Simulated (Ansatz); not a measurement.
`FB1CCC1`, relaxed with RKS PBE-D4/def2-SVP in Ansatz 0.2.0 from a rough embedded geometry. The force threshold is 0.03 eV/Å; the program also tests the step.

Charge 0, multiplicity 1.

Start:

```xyz
11

F     0.496    0.740   -2.491
B     0.217    0.328   -1.189
C    -0.630    0.834    0.053
C    -0.137   -0.233    0.965
C     0.650   -0.867   -0.189
H    -0.248    1.851    0.427
H    -1.703    0.876   -0.111
H     0.474    0.073    1.799
H    -1.059   -0.920    1.237
H     1.706   -0.843    0.034
H     0.233   -1.839   -0.535
```

(1) By how much does the energy fall, and how many steps does the optimiser take? (Estimate.)

(2) Which bonds change most? (An estimate is asked.)

(3) Give the relaxed structure. (An estimate is asked.)

Answers

(1) Computed: 18.90 kcal/mol, in 13 steps.

(2) Ansatz gave: C3–C4 from 1.488 to 1.570 Å; C4–H9 from 1.182 to 1.109 Å; F1–B2 from 1.394 to 1.333 Å; C3–H6 from 1.148 to 1.112 Å.

(3) The calculation gave: 
```xyz
11

F     0.086    0.425   -2.455
B     0.129    0.261   -1.132
C    -0.593    0.997    0.067
C    -0.244   -0.305    0.871
C     0.752   -0.861   -0.208
H    -0.019    1.877    0.432
H    -1.657    1.298   -0.008
H     0.185   -0.144    1.882
H    -1.130   -0.962    0.979
H     1.812   -0.655    0.058
H     0.678   -1.932   -0.487
```
